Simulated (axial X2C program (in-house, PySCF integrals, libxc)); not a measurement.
SbSe⁺ along the bond: B3LYP, two-component

Calculated with an in-house all-electron X2C program for linear molecules (integrals from PySCF). Two-component (2c) means X2C with spin–orbit coupling and atomic mean-field two-electron Coulomb and Gaunt terms. Basis: Sb dyall-cv3z [11s12p8d4f1g], Se dyall-cv3z [8s9p6d4f1g] (cores contracted in-house); Gaussian nuclei, density fitting, unrestricted open shells. Masses: Sb 120.904 u, Se 79.917 u.

State: Ω = 0 (closed shell). Dipoles are positive if Se is the positive end and refer to the centre of mass.

Results along the bond:

```csv
R (Å),μ (D),HOMO (eV),LUMO (eV)
2.058,-1.424,-14.45,-9.55
2.126,-1.582,-14.21,-9.67
2.194,-1.734,-13.98,-9.79
2.262,-1.880,-13.77,-9.91
2.341,-2.041,-13.55,-10.03
2.420,-2.191,-13.35,-10.15
2.522,-2.368,-13.11,-10.28
```

Occupations by symmetry block were frozen at the best pattern of an incomplete PBE0 search. The closed shell is kept restricted, so the energy runs too high when the bond is stretched far.
